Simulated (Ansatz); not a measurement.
H2Zn, charge +1, doublet, geometry from GFN2-xTB (such geometries of metal compounds can be far from the true shape) (a state made from the parent by changing its charge; the spin is typed, not shown lowest), atoms displaced at random by about 0.1 Å a coordinate.

Ansatz (a first-principles code) was given this input:
Ansatz 0.2 input:
```yaml
crystal:
  periodic: [false, false, false]
  atoms:
    - {symbol: Zn, position_ang: [-0.04081566, -0.03679641, 0.12290835]}
    - {symbol: H, position_ang: [-0.13372365, 0.00267504, -1.39978469]}
    - {symbol: H, position_ang: [-0.06337417, 0.03895443, 1.50299916]}
basis:
  gaussian:
    orbitals: def2-SVP
hamiltonian:
  xc: b3lyp
total_charge: 1
magnetization: {spin_polarized: true, initial_magnetization: 1}
relax: {}
```

Q: What does this run give for the Mulliken (on the basis functions themselves) charges in atom order, <S^2>, total energy at the end of the optimisation, number of basis functions?

A: 
| Quantity | Result |
|---|---|
| Mulliken (on the basis functions themselves) charges in atom order | Zn1 0.72, H2 0.14, H3 0.14 |
| <S^2> | 0.782 |
| total energy at the end of the optimisation | -1779.9710 Eh |
| number of basis functions | 41 |
